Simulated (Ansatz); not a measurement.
The cluster Cu2Br. Total charge 0; doublet. Geometry PBE0-D4/def2-TZVP, that of the charge +1 singlet; atoms count from 1.

```xyz
3

Cu   -0.191    1.501   -1.117
Cu    0.150   -0.792    1.699
Br    0.040   -0.709   -0.582
```

The structure comes from a short search, and lower isomers may exist.

(1) Estimate the Mulliken populations from the PBE0/def2-TZVP orbitals of Ansatz.

(2) Where does the spin sit?

(3) And the Mayer bond orders between bonded heavy atoms (over 0.3)?

Answers

(1) 
```
atom  charge (e)  spin (α − β)  d electrons
 Cu1        0.14          0.48         9.93
 Cu2        0.14          0.48         9.93
 Br3       -0.29          0.03            –
```
Mulliken values and Mayer orders depend strongly on the basis.

(2) Summed by element: Cu 0.97, Br 0.03, of 1 unpaired in all. Largest on single atoms: Cu1 0.48, Cu2 0.48, Br3 0.03.

(3) Cu1–Br3 0.67 (2.29 Å); Cu2–Br3 0.67 (2.29 Å). Values over 0.3 also appear between atoms too far apart for a bond (Cu1–Cu2 0.45 at 3.65 Å); they arise where an orbital or an unpaired electron spreads over both atoms.
